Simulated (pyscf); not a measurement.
Structures and frequencies: ωB97X-D3(BJ)/def2-SVP in PySCF.

SMILES: [SiH3][Si](B(Cl)Cl)([SiH3])O
```xyz
14

O      0.1607     0.3827     2.1945
Si    -0.2279     0.4033     0.5578
Si    -2.0515    -0.9665     0.0453
Si    -0.7234     2.5649    -0.1693
B      1.3147    -0.2660    -0.5349
Cl     2.7749    -0.8387     0.2535
Cl     1.2205    -0.3043    -2.2789
H      0.9872    -0.0686     2.4023
H     -2.3217    -0.8450    -1.4186
H     -1.7541    -2.3952     0.3637
H     -3.2668    -0.5445     0.8015
H     -1.1017     2.4853    -1.6117
H      0.4615     3.4619    -0.0269
H     -1.8647     3.1375     0.6025
```

**Question.** What is the homolytic dissociation enthalpy (298 K, ωB97M-D3(BJ)/def2-TZVP) of the B–Si bond of HO–Si(SiH₃)(SiH₃)–B(Cl)–Cl, to HO–Si•(SiH₃)–SiH₃ + [Cl–B–Cl]•?

**Answer.** B–Si to HO–Si•(SiH₃)–SiH₃ + [Cl–B–Cl]•: 353.3 kJ/mol. The 7 functionals that were run give +317.6 (r²SCAN) to +358.8 kJ/mol (ωB97X-D3(BJ)). The radicals are drawn with the spin at the cut bond; how far it spreads was not checked. Other isomers of HO–Si•(SiH₃)–SiH₃ were not searched in full and may lie lower.
